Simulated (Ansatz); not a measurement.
Steps of a relaxation of CH9NOSi2, SMILES `C[SiH2]O[SiH2]N` with RKS PBE0-D4/def2-TZVP.

```sh
$ ansatz run in.yaml --threads 4 --pin off --events-out ev --progress --plain --max-ram 10444MiB
```

```yaml
crystal:
  periodic: [false, false, false]
  atoms:
    - {symbol: C, position_ang: [-1.972996, 0.900563, 1.265152]}
    - {symbol: Si, position_ang: [-0.907211, 1.286237, -0.235876]}
    - {symbol: O, position_ang: [0.451139, 0.305947, -0.276089]}
    - {symbol: Si, position_ang: [0.992648, -1.248636, -0.613511]}
    - {symbol: N, position_ang: [2.714163, -1.417586, -0.590003]}
    - {symbol: H, position_ang: [-2.848089, 1.581961, 1.303935]}
    - {symbol: H, position_ang: [-1.396275, 1.027272, 2.203882]}
    - {symbol: H, position_ang: [-2.351754, -0.141406, 1.230975]}
    - {symbol: H, position_ang: [-0.428587, 2.711479, -0.179526]}
    - {symbol: H, position_ang: [-1.713418, 1.096649, -1.498675]}
    - {symbol: H, position_ang: [0.446866, -2.176513, 0.435841]}
    - {symbol: H, position_ang: [0.524646, -1.621603, -1.992404]}
    - {symbol: H, position_ang: [3.267632, -0.975453, -1.328661]}
    - {symbol: H, position_ang: [3.208335, -1.358010, 0.303660]}
basis:
  gaussian: {orbitals: def2-TZVP}
hamiltonian: {xc: pbe0, dispersion: d4}
relax: {f_tol: 0.005, max_steps: 150}
```

Positions (Å) and forces (eV/Å) along the path, 10 of 42 steps:

```xyz
14
step=1 energy=-20470.2120 eV
C    -1.973    0.901    1.265   -0.088   -0.067    0.155
Si   -0.907    1.286   -0.236    0.567   -0.474    0.016
O     0.451    0.306   -0.276   -0.500   -0.437   -0.205
Si    0.993   -1.249   -0.614    0.043    0.719    0.159
N     2.714   -1.418   -0.590   -0.006    0.409    0.075
H    -2.848    1.582    1.304    0.414   -0.314   -0.030
H    -1.396    1.027    2.204   -0.271   -0.055   -0.454
H    -2.352   -0.141    1.231    0.182    0.498    0.010
H    -0.429    2.711   -0.180   -0.077   -0.324   -0.017
H    -1.713    1.097   -1.499    0.206    0.024    0.287
H     0.447   -2.177    0.436    0.118    0.237   -0.235
H     0.525   -1.622   -1.992    0.101    0.106    0.324
H     3.268   -0.975   -1.329   -0.367   -0.283    0.468
H     3.208   -1.358    0.304   -0.323   -0.040   -0.553
14
step=10 energy=-20470.3126 eV rejected
C    -2.053    0.959    1.248    0.027    0.024   -0.105
Si   -0.872    1.218   -0.179   -0.016   -0.093    0.098
O     0.372    0.153   -0.103   -0.012   -0.107   -0.050
Si    1.014   -1.288   -0.567    0.021    0.125    0.048
N     2.719   -1.321   -0.661   -0.043    0.070   -0.025
H    -2.852    1.711    1.228    0.098   -0.081   -0.002
H    -1.528    1.042    2.203   -0.020    0.020   -0.034
H    -2.518   -0.032    1.202    0.029    0.061   -0.016
H    -0.303    2.593   -0.129   -0.003   -0.033    0.011
H    -1.588    1.053   -1.478    0.011   -0.004    0.040
H     0.609   -2.301    0.446    0.032    0.077   -0.072
H     0.495   -1.604   -1.924    0.005   -0.001    0.050
H     3.208   -0.892   -1.434   -0.090   -0.053    0.122
H     3.283   -1.319    0.176   -0.039   -0.005   -0.067
14
step=19 energy=-20470.3205 eV
C    -2.126    0.996    1.192    0.016    0.009    0.009
Si   -0.801    1.177   -0.102    0.003   -0.030    0.027
O     0.368    0.050    0.116   -0.032   -0.017   -0.032
Si    1.023   -1.328   -0.484    0.054    0.016    0.012
N     2.703   -1.267   -0.777   -0.028    0.005    0.027
H    -2.893    1.765    1.062    0.004   -0.003    0.001
H    -1.706    1.102    2.195   -0.009   -0.001   -0.013
H    -2.609    0.019    1.124    0.000    0.002   -0.002
H    -0.172    2.522   -0.006    0.000   -0.002   -0.009
H    -1.393    1.020   -1.462    0.015    0.009    0.003
H     0.799   -2.394    0.522    0.006    0.013   -0.005
H     0.352   -1.623   -1.777    0.007    0.006    0.006
H     3.079   -0.753   -1.558   -0.006   -0.009    0.010
H     3.362   -1.314   -0.017   -0.030    0.002   -0.033
14
step=23 energy=-20470.3240 eV
C    -2.185    1.055    1.147   -0.004    0.020   -0.017
Si   -0.745    1.109   -0.030    0.026   -0.079    0.057
O     0.283   -0.132    0.284   -0.036    0.015   -0.084
Si    1.036   -1.407   -0.427    0.021    0.028    0.031
N     2.671   -1.171   -0.857   -0.051    0.026    0.007
H    -2.862    1.896    0.960    0.031   -0.038    0.013
H    -1.841    1.117    2.182   -0.011    0.002   -0.013
H    -2.754    0.128    1.030    0.022    0.027   -0.002
H    -0.004    2.391    0.124   -0.011   -0.018   -0.010
H    -1.228    1.004   -1.438    0.019    0.011    0.010
H     0.997   -2.513    0.558    0.009    0.027   -0.013
H     0.299   -1.728   -1.677    0.010    0.004    0.004
H     2.926   -0.632   -1.670   -0.009   -0.029    0.046
H     3.394   -1.146   -0.157   -0.017    0.003   -0.029
14
step=29 energy=-20470.3288 eV
C    -2.202    1.118    1.113   -0.016    0.001   -0.016
Si   -0.705    1.017    0.016    0.036   -0.044    0.050
O     0.126   -0.360    0.349   -0.011    0.031   -0.080
Si    1.036   -1.504   -0.401    0.030    0.030    0.026
N     2.602   -1.028   -0.886   -0.036    0.005    0.024
H    -2.758    2.040    0.915    0.016   -0.025    0.008
H    -1.911    1.114    2.166   -0.003    0.001   -0.011
H    -2.871    0.271    0.939    0.016    0.021    0.004
H     0.183    2.191    0.248   -0.009   -0.015   -0.007
H    -1.107    1.018   -1.421    0.003   -0.002    0.011
H     1.178   -2.603    0.582    0.001    0.015   -0.008
H     0.323   -1.923   -1.635    0.005    0.001    0.005
H     2.752   -0.509   -1.736    0.000   -0.013    0.020
H     3.340   -0.870   -0.219   -0.033   -0.006   -0.027
14
step=31 energy=-20470.3297 eV
C    -2.200    1.135    1.102   -0.022   -0.004   -0.011
Si   -0.693    0.990    0.026    0.040   -0.037    0.043
O     0.071   -0.429    0.345    0.000    0.034   -0.072
Si    1.035   -1.534   -0.395    0.018    0.020    0.020
N     2.572   -0.982   -0.892   -0.028    0.005    0.027
H    -2.714    2.082    0.914    0.013   -0.025    0.006
H    -1.925    1.100    2.160   -0.003    0.001   -0.016
H    -2.901    0.320    0.903    0.017    0.023    0.006
H     0.241    2.121    0.293   -0.011   -0.017   -0.008
H    -1.070    1.036   -1.417    0.000   -0.002    0.013
H     1.231   -2.613    0.599    0.001    0.016   -0.004
H     0.343   -2.003   -1.622    0.009    0.007    0.008
H     2.695   -0.482   -1.757    0.004   -0.011    0.020
H     3.303   -0.769   -0.231   -0.039   -0.011   -0.034
14
step=32 energy=-20470.3301 eV
C    -2.199    1.137    1.099   -0.016   -0.002   -0.004
Si   -0.689    0.985    0.029    0.025   -0.042    0.036
O     0.059   -0.443    0.342    0.002    0.031   -0.064
Si    1.034   -1.540   -0.393    0.015    0.030    0.020
N     2.564   -0.972   -0.893   -0.023    0.004    0.015
H    -2.704    2.090    0.915    0.010   -0.019    0.005
H    -1.929    1.093    2.157   -0.004    0.001   -0.011
H    -2.906    0.330    0.892    0.015    0.018    0.004
H     0.255    2.105    0.306   -0.010   -0.013   -0.007
H    -1.062    1.043   -1.415    0.005    0.002    0.008
H     1.244   -2.612    0.607   -0.002    0.009   -0.006
H     0.348   -2.022   -1.619    0.006    0.000    0.009
H     2.681   -0.478   -1.763    0.003   -0.010    0.016
H     3.292   -0.746   -0.236   -0.027   -0.009   -0.022
14
step=37 energy=-20470.3316 eV
C    -2.200    1.146    1.084    0.002   -0.002    0.000
Si   -0.672    0.972    0.044   -0.014    0.020    0.002
O    -0.002   -0.500    0.305   -0.004    0.006   -0.002
Si    1.035   -1.568   -0.382    0.021   -0.021   -0.011
N     2.524   -0.930   -0.912   -0.007   -0.004    0.003
H    -2.661    2.125    0.926    0.000   -0.001    0.001
H    -1.960    1.050    2.146    0.000   -0.001    0.000
H    -2.934    0.378    0.829    0.000    0.000   -0.002
H     0.314    2.034    0.393    0.001   -0.001    0.001
H    -1.008    1.118   -1.402    0.002   -0.002    0.002
H     1.307   -2.581    0.663    0.000    0.000    0.003
H     0.379   -2.147   -1.582    0.000    0.002    0.005
H     2.621   -0.487   -1.810    0.001    0.001   -0.002
H     3.245   -0.640   -0.272    0.000    0.001    0.000
14
step=38 energy=-20470.3318 eV
C    -2.202    1.144    1.084    0.004    0.003   -0.002
Si   -0.672    0.979    0.044   -0.004    0.008   -0.006
O    -0.009   -0.499    0.288    0.000   -0.004    0.004
Si    1.036   -1.571   -0.381   -0.002   -0.013   -0.003
N     2.522   -0.930   -0.917    0.001   -0.005   -0.002
H    -2.659    2.126    0.934   -0.003    0.003    0.001
H    -1.965    1.036    2.144    0.002   -0.002    0.001
H    -2.938    0.381    0.818   -0.002   -0.003   -0.003
H     0.318    2.030    0.409   -0.001    0.003    0.003
H    -1.004    1.144   -1.401   -0.003    0.002    0.002
H     1.313   -2.566    0.679    0.002    0.001    0.002
H     0.385   -2.172   -1.572    0.002    0.003    0.001
H     2.621   -0.500   -1.821   -0.003    0.001   -0.003
H     3.241   -0.632   -0.280    0.005    0.004    0.004
14
step=42 energy=-20470.3319 eV
C    -2.204    1.142    1.078   -0.001   -0.001   -0.002
Si   -0.668    0.984    0.047    0.002    0.000    0.002
O    -0.014   -0.500    0.277   -0.001   -0.002    0.001
Si    1.038   -1.575   -0.375   -0.001   -0.001   -0.001
N     2.518   -0.932   -0.927    0.000    0.001    0.001
H    -2.651    2.132    0.950    0.000   -0.001    0.000
H    -1.976    1.007    2.138    0.000    0.000   -0.001
H    -2.945    0.393    0.789    0.000    0.001    0.001
H     0.324    2.026    0.434    0.000    0.000   -0.001
H    -0.989    1.171   -1.397   -0.001    0.001    0.001
H     1.327   -2.550    0.701    0.001    0.002    0.001
H     0.389   -2.203   -1.553    0.000    0.001    0.000
H     2.606   -0.513   -1.837    0.000    0.000    0.001
H     3.234   -0.613   -0.296    0.000   -0.001   -0.001
```

Run time 2.2 min (4 threads of an Arm Neoverse V2 on a shared host); peak host memory 0.66 GiB.
